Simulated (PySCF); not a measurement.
Cl³⁺ (chlorine, charge +3): UHF calculation

Configuration: [Ne] 3s2 3p2, high-spin 3P determinant. Computed with PySCF 2.14 in aug-cc-pV(5+d)Z, with the non-relativistic Hamiltonian (point nucleus).

```json
{"Total energy": "-456.795375 hartree", "One-electron energy": "-608.9276 hartree", "Hartree (Coulomb) energy": "178.5842 hartree", "Exchange energy": "-26.4520 hartree", "Kinetic energy": "456.70785 hartree", "⟨S²⟩": "2.0104", "⟨L²⟩": "2.031", "Sum of ⟨r⟩": "9.358 bohr", "Sum of ⟨r²⟩": "11.59 bohr²", "Traceless quadrupole moment −½Σ⟨3z² − r²⟩ along its main axis": "1.07 e·bohr²", "Density at the nucleus (Gaussians lack the cusp)": "3210 bohr⁻³", "Spin density at the nucleus": "0.0928 bohr⁻³", "Langevin diamagnetic susceptibility": "-9.18 ×10⁻⁶ cm³/mol"}
```

```json
{"shell": "1s α", "electrons": "1", "mean orbital energy (hartree)": "-106.60254", "spread (hartree)": "0", "rms radius, mean of both spins (bohr)": "0.106"}
{"shell": "1s β", "electrons": "1", "mean orbital energy (hartree)": "-106.56964", "spread (hartree)": "0", "rms radius, mean of both spins (bohr)": "0.106"}
{"shell": "2s α", "electrons": "1", "mean orbital energy (hartree)": "-12.26776", "spread (hartree)": "0", "rms radius, mean of both spins (bohr)": "0.479"}
{"shell": "2s β", "electrons": "1", "mean orbital energy (hartree)": "-12.23782", "spread (hartree)": "0", "rms radius, mean of both spins (bohr)": "0.479"}
{"shell": "2p α", "electrons": "3", "mean orbital energy (hartree)": "-9.74051", "spread (hartree)": "0.02791", "rms radius, mean of both spins (bohr)": "0.450"}
{"shell": "2p β", "electrons": "3", "mean orbital energy (hartree)": "-9.68470", "spread (hartree)": "0.03385", "rms radius, mean of both spins (bohr)": "0.450"}
{"shell": "3s α", "electrons": "1", "mean orbital energy (hartree)": "-2.54678", "spread (hartree)": "0", "rms radius, mean of both spins (bohr)": "1.51"}
{"shell": "3s β", "electrons": "1", "mean orbital energy (hartree)": "-2.26599", "spread (hartree)": "0", "rms radius, mean of both spins (bohr)": "1.51"}
{"shell": "3p α", "electrons": "2", "mean orbital energy (hartree)": "-1.94850", "spread (hartree)": "0", "rms radius, mean of both spins (bohr)": "1.63"}
```

Spin-orbit constants ζ (cm⁻¹) from the X2C one-electron operator on these orbitals (non-relativistic here): bare nucleus, nucleus screened by l(l+1)(2l+1)/3 electrons, and screened by the Breit-Pauli mean field of the electrons.

```csv
shell,bare,screened nucleus,mean field
2p,9951,8780,8251
3p,977.0,862.1,801.8
```

To first order the Landé constant is A = 400.9 cm⁻¹, so the lowest level has J = 0 and lies 0.0994 eV below the centre of the term. This holds in LS coupling only.
